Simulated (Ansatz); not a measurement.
Born–Oppenheimer molecular dynamics of B₂Cl₂H₄ (8 atoms, charge 0, multiplicity 1). It goes on from the last frame of an earlier run, with new velocities.

These are results of RKS PBE0-D4/STO-3G (Ansatz), not measurements.

```json
{
  "ensemble": "NVT, Nosé–Hoover chain",
  "time step": "0.5 fs",
  "steps asked": "100",
  "set temperature": "300 K",
  "thermostat": "time constant 300 fs, chain length 1",
  "temperature schedule": "25 steps to 300 K, then 75 steps to 10 K",
  "seed": "296275"
}
```

First frame:

```xyz
8
Properties=species:S:1:pos:R:3
B -0.355 1.195 -0.416
Cl -1.195 -0.090 0.850
B 0.319 -1.269 0.394
Cl 1.157 0.042 -0.851
H -1.026 1.180 -1.390
H -0.007 2.206 0.130
H 0.942 -1.352 1.394
H -0.098 -2.179 -0.211
```

Task: How far do the bonds stretch over the last three quarters of this one trajectory? (Pairs bonded in most of those frames.)

Result: 
```tsv
bond	mean (Å)	spread (Å)	shortest	longest
B1–Cl2	1.976	0.022	1.94	2.00
B1–Cl4	1.995	0.021	1.95	2.02
B1–H5	1.172	0.011	1.15	1.19
B1–H6	1.171	0.014	1.15	1.19
Cl2–B3	1.979	0.036	1.93	2.03
B3–Cl4	1.969	0.022	1.94	2.00
B3–H7	1.169	0.009	1.15	1.18
B3–H8	1.170	0.004	1.16	1.18
```

Mean temperature of the second half: 196 K. The conserved energy stayed within 0.047 meV per atom of its start (net change -0.015 meV per atom), so the integration is sound. The schedule's set-point averaged 107 K over the second half and the system 196 K, so it lags behind the ramp. A run of 0.05 ps of so small a system gives no equilibrium averages. Limits of this set-up: minimal basis.

The run took 57 s on 1 CPU thread of a shared host.
